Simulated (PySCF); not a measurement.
Compound: C5H10NSi (doublet state).
Z-matrix (Å and degrees, GFN2-xTB geometry), rows numbered from 1:
```
C 
C   1  1.3163
C   2  1.4994  1  133.63
C   3  1.5696  2   89.05  1   167.19
N   4  1.3651  3  118.59  2   130.41
Si  5  1.6850  4  136.29  3   -50.52
C   2  1.4993  1  133.44  3   175.25
H   1  1.0770  2  121.64  3     2.54
H   1  1.0771  2  121.55  3  -177.61
H   3  1.0887  2  113.70  1   -79.82
H   3  1.0882  2  116.67  1    49.51
H   4  1.0981  3  110.42  2  -102.03
H   6  1.4739  5  117.20  4    -5.44
H   6  1.4685  5  105.79  4   115.73
H   6  1.4661  5  105.31  4  -127.02
H   7  1.0887  2  113.57  1    79.77
H   7  1.0881  2  116.68  1   -49.37
```

The hyperfine couplings belong to this conformer and change with its torsions.

The species is `C=C1CC([N][SiH3])C1` [radical].

Theory: UKS B3LYP, pcH-1 on C H N Si, non-relativistic, mean-field spin-orbit, GIAO (PySCF). The structure is a single GFN2-xTB conformer in the gas phase; no vibrational or solvent corrections. A GFN2-xTB geometry isn't a minimum of the functional, and hyperfine couplings can be far from their values at a DFT geometry. The SCF solution wasn't tested for stability.

(1) Break the g tensor into its mass correction, gauge correction and orbital-Zeeman/spin–orbit terms.

(2) At 9.63 GHz, how far is the centre of the isotropic spectrum from where a free electron (g = 2.002319) resonates?

(3) What effective moment and Curie constant follow for a powder?

(4) What are the electron Larmor frequencies g μB B/h along the three axes at 350 mT?

(5) In a frozen sample, at which fields do the three g values resonate at 9.5, 34, 94 and 263 GHz (hyperfine left aside), and which band first spreads them over more than twice a line width of 1.0 mT?

## Answers

(1) 
| Δg (ppt) | 1 | 2 | 3 |
| --- | --- | --- | --- |
| relativistic mass correction | -0.20 | -0.20 | -0.20 |
| gauge correction | -0.02 | 0.05 | 0.04 |
| orbital Zeeman/spin–orbit | 0.00 | 1.72 | 11.21 |
| total | -0.22 | 1.57 | 11.05 |

So g = 2.00210, 2.00389, 2.01337 and g_iso = 2.00646; the tensor is rhombic: the two nearest values differ by 16 % of g3 − g1. 

(2) B = hν/(g μB) with μB/h = 13.99624 MHz/mT gives 343.62 mT for the free electron and 342.91 mT at g_iso, 0.71 mT lower.

(3) With the mean of g² = 4.0259 and S(S+1) = 0.75: μ_eff = √(⟨g²⟩S(S+1)) = 1.738 μB and χT = 0.12505·⟨g²⟩·S(S+1) = 0.378 cm³ K/mol (cgs; spin-Hamiltonian part alone).

(4) 9.8077, 9.8164, 9.8629 GHz for g1, g2 and g3, a range of 55.2 MHz.

(5) 
| band | GHz | B(g3) mT | B(g2) mT | B(g1) mT | spread mT |
| --- | --- | --- | --- | --- | --- |
| X | 9.5 | 337.12 | 338.72 | 339.02 | 1.90 |
| Q | 34.0 | 1206.54 | 1212.25 | 1213.34 | 6.79 |
| W | 94.0 | 3335.74 | 3351.52 | 3354.52 | 18.78 |
| J | 263.0 | 9332.97 | 9377.13 | 9385.51 | 52.54 |

The spread grows in proportion to the frequency. Q band is the first where it exceeds 2.0 mT.

Largest spin populations (Mulliken): N5 (+0.85), C3 (+0.09), C7 (+0.09) and C4 (-0.08). N5 is the only atom above +0.15. The positive populations add up to 1.14 and the negative ones to -0.14, together 2S = 1.

The HOMO–LUMO gaps are 6.52 eV among the α and 2.96 eV among the β orbitals.
